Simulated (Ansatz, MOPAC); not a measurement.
Species: C2H8Ge, charge 0, multiplicity 1. SMILES: [CH3][GeH2][CH3]
Geometry: optimised at B3LYP-D3(BJ)/def2-TZVP (Ansatz, a first-principles code).

Property: vertical ionisation energy to the doublet, in eV. Conventions: LANL2DZ with its own core potentials from Na on; dispersion terms only where a functional's name holds one; no spin-orbit coupling; UHF or UKS for open shells; valence correlation only (noble-gas shells and the d and f shells of earlier blocks); each state is the SCF solution reached for its charge and spin; non-relativistic; six Cartesian d functions in 6-31G* and its kin unless marked 5d. Ab initio and DFT rows: single points at B3LYP-D3(BJ) geometries (Ansatz). Semi-empirical rows: differences of heats of formation at the shared geometry for vertical values.

| level | program | vertical ionisation energy to the doublet (eV) |
|---|---|---|
| MNDO | MOPAC | 11.34 |
| PBE/6-31G* | Ansatz | 10.23 |
| B3LYP/3-21G | Ansatz | 10.51 |
| B3LYP/6-31G* | Ansatz | 10.43 |
| B3LYP/6-31G* with LANL2DZ past Ar | Ansatz | 10.58 |
| MP2/6-31G* | Ansatz | 10.54 |
| MP2/6-31G* with LANL2DZ past Ar | Ansatz | 10.62 |
| B3LYP/def2-TZVPD | Ansatz | 10.54 |
| wB97M-V/def2-TZVPD | Ansatz | 10.71 |

No value to compare with is used here. The 7 habitual levels span 10.23 (PBE/6-31G*) to 11.34 eV (MNDO); wB97M-V/def2-TZVPD gives 10.71.

The levels are drawn from those run, B3LYP/6-31G* more often than the rest, none by its result; left out are runs that failed, that the program found above a lower state of the same kind, or whose <S^2> lies over 0.5 above the pure value.
